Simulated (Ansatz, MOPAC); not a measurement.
Reaction (SMILES): CC[N](C)[GeH2-] → [CH3][Ge]([CH3])([CH3])[NH-]

Wanted: isomerisation energy (enthalpy at 298 K), in kcal/mol. Conventions: PM7 with its own dispersion and hydrogen-bond terms; non-relativistic; no dispersion term unless named; no spin-orbit coupling; 6-31G* and kin with 6d, 5d where marked. Ab initio and DFT rows: single points at B3LYP-D3(BJ) geometries (Ansatz, a quantum-chemistry and plane-wave program), with unscaled harmonic terms from B3LYP/6-31G* (LANL2DZ past Ar) (Ansatz) at its own minima. Semi-empirical rows: MOPAC heats of formation at their own minima for 298 K. Sets without +, aug- or the D of def2-TZVPD hold no diffuse functions, which anions need.

```tsv
species	coefficient	E at B3LYP/6-31G* (Ansatz), Eh	E at wB97M-V/def2-TZVPD (Ansatz), Eh	H(298 K) - E, kcal/mol	heat of formation at PM7 (MOPAC), kcal/mol
CC[N](C)[GeH2-]	-1	-2251.85681	-2251.94366	82.12	-37.36
[CH3][Ge]([CH3])([CH3])[NH-]	+1	-2251.84773	-2251.95913	82.60	1.89
```

 1 Eh = 627.5095 kcal/mol.

### Question
Compute it at each level from the table.

### Answer

- B3LYP/6-31G*: the sum of coefficient times E is 0.00908 Eh, or 5.70 kcal/mol; the thermal terms add 0.48. Result: 6.2 kcal/mol.
- wB97M-V/def2-TZVPD: the sum of coefficient times E is -0.01547 Eh, or -9.71 kcal/mol; the thermal terms add 0.48. Result: -9.2 kcal/mol.
- PM7: the sum of coefficient times heat of formation is 39.25 kcal/mol; it needs no thermal term.
